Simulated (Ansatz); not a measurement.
As₂PtH₈⁺, that is cis-PtH2(AsH3)2 with one electron fewer. Charge 1, multiplicity 2. Geometry PBE0-D4/def2-SVP, that of the neutral singlet; atoms count from 1.

```xyz
11

Pt   -0.7548    0.4101    0.7279
H    -2.3250    0.4833    0.9410
H    -0.8160    1.2054    2.0991
As    1.6772    0.5324    0.8198
H     2.6203   -0.0306   -0.2307
H     2.3702   -0.0804    2.0169
H     2.3225    1.8973    0.9150
As   -1.1404   -0.8152   -1.3428
H    -2.0159   -0.1772   -2.3987
H    -1.8854   -2.1293   -1.2584
H    -0.0525   -1.2957   -2.2890
```

In the def2 sets Pt takes a core potential; there is no spin–orbit coupling.

**Question.** Estimate the Mulliken populations from the PBE0/def2-TZVP orbitals of Ansatz.

**Answer.** 
```csv
atom,charge (e),spin (α − β),d electrons
Pt1,0.35,0.86,8.52
H2,0.10,0.08,–
H3,0.10,0.08,–
As4,-0.24,-0.01,–
H5,0.15,0.01,–
H6,0.16,0.00,–
H7,0.16,0.00,–
As8,-0.24,-0.01,–
H9,0.16,0.00,–
H10,0.16,0.00,–
H11,0.15,0.01,–
```
Mulliken values depend strongly on the basis.

**Question.** Where does the spin sit?

**Answer.** Summed by element: Pt 0.86, H 0.17, As -0.03, of 1 unpaired in all. Largest on single atoms: Pt1 0.86, H3 0.08, H2 0.08.

**Question.** And the Mayer bond orders between heavy atoms (over 0.3)?

**Answer.** Pt1–As4 0.50 (2.44 Å); Pt1–As8 0.50 (2.44 Å).
